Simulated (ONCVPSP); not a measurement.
## Reading a pseudo-wave (In (Z = 49))

Columns: radius, all-electron u(r) and pseudo u(r) of the 4p shell (level -78.57 eV) of indium in the configuration [Ar] 3d10 4s2 4p6 4d10 5s1.75 5p1.25; PBE, scalar-relativistic, ONCV scheme, ONCVPSP 4.0.1.

```json
{"r (bohr)": "0.085", "all-electron": "0.3747", "pseudo": "0.0329"}
{"r (bohr)": "0.170", "all-electron": "-0.3261", "pseudo": "0.1272"}
{"r (bohr)": "0.255", "all-electron": "-0.6548", "pseudo": "0.2710"}
{"r (bohr)": "0.340", "all-electron": "-0.4269", "pseudo": "0.4464"}
{"r (bohr)": "0.425", "all-electron": "0.0428", "pseudo": "0.6326"}
{"r (bohr)": "0.510", "all-electron": "0.5093", "pseudo": "0.8088"}
{"r (bohr)": "0.595", "all-electron": "0.8639", "pseudo": "0.9568"}
{"r (bohr)": "0.680", "all-electron": "1.0833", "pseudo": "1.0638"}
{"r (bohr)": "0.765", "all-electron": "1.1821", "pseudo": "1.1229"}
{"r (bohr)": "0.850", "all-electron": "1.1910", "pseudo": "1.1342"}
{"r (bohr)": "0.935", "all-electron": "1.1392", "pseudo": "1.1021"}
{"r (bohr)": "1.020", "all-electron": "1.0517", "pseudo": "1.0358"}
{"r (bohr)": "1.105", "all-electron": "0.9466", "pseudo": "0.9457"}
{"r (bohr)": "1.190", "all-electron": "0.8363", "pseudo": "0.8428"}
{"r (bohr)": "1.275", "all-electron": "0.7286", "pseudo": "0.7364"}
{"r (bohr)": "1.360", "all-electron": "0.6279", "pseudo": "0.6338"}
{"r (bohr)": "1.445", "all-electron": "0.5365", "pseudo": "0.5397"}
{"r (bohr)": "1.530", "all-electron": "0.4554", "pseudo": "0.4565"}
{"r (bohr)": "1.615", "all-electron": "0.3844", "pseudo": "0.3845"}
{"r (bohr)": "1.700", "all-electron": "0.3231", "pseudo": "0.3230"}
{"r (bohr)": "1.785", "all-electron": "0.2705", "pseudo": "0.2705"}
{"r (bohr)": "1.870", "all-electron": "0.2259", "pseudo": "0.2258"}
{"r (bohr)": "1.955", "all-electron": "0.1881", "pseudo": "0.1881"}
{"r (bohr)": "2.040", "all-electron": "0.1563", "pseudo": "0.1563"}
{"r (bohr)": "2.125", "all-electron": "0.1297", "pseudo": "0.1297"}
{"r (bohr)": "2.210", "all-electron": "0.1074", "pseudo": "0.1074"}
```

Question: How many radial nodes do the two functions have?

Answer: The all-electron 4p function has n − l − 1 = 2; the pseudo-wave has 0, since the states of the same l below it are removed with the core.

Question: At about which radius was the pseudo-wave matched?

Answer: 1.70 bohr, where the columns begin to agree (steps of 0.09 bohr).

Question: Is the pseudo-wave norm-conserving?

Answer: Yes: the ONCV scheme keeps the norm inside the radius equal to the all-electron one, which fixes the energy derivative of the logarithmic derivative at the level.
